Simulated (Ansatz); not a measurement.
C2H4O, SMILES `C[C]O` (lower singlet; C–C–O–H torsion 180°) (charge 0, multiplicity 1). This singlet lies 1.33 eV below the relaxed triplet at the level frozen-core CCSD(T)/cc-pVTZ // B3LYP-D3(BJ)/def2-TZVP (Ansatz, an electronic-structure program).

Z-matrix (Å, degrees):
```
C
H 1 1.0948
H 1 1.0948 2 104.99
H 1 1.0957 2 110.47 3 119.09
C 1 1.4893 2 107.49 3 -114.19
O 5 1.3176 1 107.96 2 -123.85
H 6 0.9680 5 108.34 1 -179.99
```
Charge 0, multiplicity 1.

Frozen-core energies in 6-31g from Ansatz at a geometry from B3LYP-D3(BJ)/def2-TZVP; the HF reference has <S^2> = 0.00 (restricted, and unstable towards unrestricted orbitals) and the T1 diagnostic is 0.017.

```tsv
level	energy (Ha)
HF	-152.76350
MP2	-153.04808
CCSD	-153.07652
```

Problem. Estimate the energies of CCSD(T), CCSDT and CCSDT(Q), and give each level's difference from CCSDT(Q).

Solution. 
| level | energy (Ha) | difference from CCSDT(Q) (mHa) |
|---|---|---|
| MP2 | -153.04808 | 37.73 |
| CCSD | -153.07652 | 9.29 |
| CCSD(T) | -153.08427 | 1.54 |
| CCSDT | -153.08501 | 0.80 |
| CCSDT(Q) | -153.08581 | 0.00 |
